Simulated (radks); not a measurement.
Values are calculated unless marked as measured or tabulated.
Effect of the nuclear size on the praseodymium ion Pr2+, [Xe] 4f3. Code: a radial shooting solver on a logarithmic mesh with Libxc functionals. Model: Dirac Kohn-Sham, LDA (Slater exchange, Perdew-Wang correlation), spin-unpolarised, spherical densities, finite nucleus; open shells are shared between the two j in proportion to 2j + 1; Fermi nuclear charge, rms radius 4.8919 fm. The rms radius is varied about that value; shifts are against it.

| rms radius (fm) | total energy shift (eV) | density at nucleus (e/bohr^3) | 1s1/2 shift (meV) | 2s1/2 shift (meV) | 4p1/2 shift (meV) | 5s1/2 shift (meV) | 5p1/2 shift (meV) | 4f7/2 shift (meV) | 6s1/2 (empty) shift (meV) |
|---|---|---|---|---|---|---|---|---|---|
| 3.9673 | -4.00 | 4.343e+05 | -1660 | -205 | 0.387 | -1.62 | 0.083 | 0.213 | -0.280 |
| 4.6864 | -0.946 | 4.19e+05 | -393 | -48.4 | 0.091 | -0.382 | 0.020 | 0.050 | -0.066 |
| 4.8919 | 0 | 4.152e+05 | 0.000 | 0.000 | 0.000 | 0.000 | 0.000 | 0.000 | 0.000 |
| 5.1952 | 1.45 | 4.099e+05 | 604 | 74.5 | -0.140 | 0.587 | -0.030 | -0.077 | 0.102 |
| 5.4055 | 2.50 | 4.064e+05 | 1040 | 128 | -0.242 | 1.01 | -0.052 | -0.133 | 0.175 |

Slopes of the eigenvalues against <r^2> in GHz/fm^2, as finite differences over the two radii next to the reference (eigenvalue slopes, not the field-shift constants of lines): 1s1/2 47900, 2s1/2 5910, 4p1/2 -11.1, 5s1/2 46.6, 5p1/2 -2.38, 4f7/2 -6.14, 6s1/2 (empty) 8.08.
